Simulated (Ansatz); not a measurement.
Ideal-gas functions of `B[SiH]1OP1` at 298.15 K and 1 bar, from an Ansatz frequency run at PBE0-D4/def2-TZVP.

Molar mass 89.9 g/mol, point group C1 (symmetry number 1), electronic degeneracy 1, moments of inertia 57.069, 142.214, 164.88 u Å². Harmonic wavenumbers (cm⁻¹, unscaled): 72, 204, 338, 476, 515, 592, 616, 647, 713, 802, 866, 891, 935, 1143, 2256, 2300, 2597, 2695.

Use S(trans) = R[1.5 ln M + 2.5 ln T − 1.1517]; rotational temperatures θ = 24.2544 K / I; S(rot) = R[ln(√π/σ · √(T³/θAθBθC)) + 1.5]; for each mode x = 1.438777 ν̃/T, S = R[x/(eˣ − 1) − ln(1 − e⁻ˣ)] and H = RT x/(eˣ − 1); 1 cm⁻¹ = 0.0119627 kJ/mol; R = 8.31446 J/(mol·K).

**Question.** By hand: the entropy, in J/(mol·K).

**Answer.** Translation 165.0. Rotation: θ = 0.425, 0.1705, 0.1471 K, giving 107.2. Vibration, mode by mode: 17.15, 8.77, 5.11, 3.02, 2.60, 1.94, 1.77, 1.57, 1.22, 0.86, 0.67, 0.61, 0.51, 0.22, 0.00, 0.00, 0.00, 0.00, in all 46.0. Electronic 0.0. Sum 318.2 J/(mol·K).

**Question.** By hand: H − E and G − E in kJ/mol, counted from the electronic energy.

**Answer.** Zero-point energy ½ × 18658 × 0.0119627 = 111.6; thermal vibration 7.9; translation, rotation and pV give 4 RT = 9.9. H − E = 129.4 kJ/mol, and G − E = 129.4 − 298.15 × 318.2/1000 = 34.5 kJ/mol.

Vibration gives 14 % of the entropy, 17.1 J/(mol·K) of it from the mode under 150 cm⁻¹: soft modes count most, and the harmonic formula is weakest for them. The sum counts one conformer and one mirror image; others add a mixing term.
